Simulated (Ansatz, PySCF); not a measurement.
C4H10OSi, SMILES OC[C@H]1CC[SiH2]1.

Coordinates come from a PBE-D3(BJ)/def2-SVP optimisation. The structure was generated by enumeration; whether it is a known compound was not checked. Other conformers were not sampled.

Vertical ionisation energy (IE) and electron affinity (EA) in eV. Rows of orbital energies are one-electron estimates. Where ΔSCF, EOM or ADC give a negative EA the extra electron is unbound and the value depends on the basis.

```tsv
level	IE	EA
−ε(HOMO), −ε(LUMO), r2SCAN/def2-TZVP (PySCF)	6.40	0.30
−ε(HOMO), −ε(LUMO), PBE/def2-TZVP (PySCF)	6.07	0.66
ΔSCF, PBE0/def2-SVPD (Ansatz), final states of multiplicity 2 and 2	9.64	-1.40
ΔSCF, PBE/def2-SVPD (Ansatz), final states of multiplicity 2 and 2	9.19	-1.17
```

Question: What vertical singlet–triplet gap does ΔSCF give with PBE0/def2-SVPD (Ansatz, a first-principles code) and with PBE/def2-SVPD (Ansatz)? (An estimate is asked for; the answer gives what the named calculation found.)

Answer: 6.33 and 5.81 eV (triplet above singlet where positive).
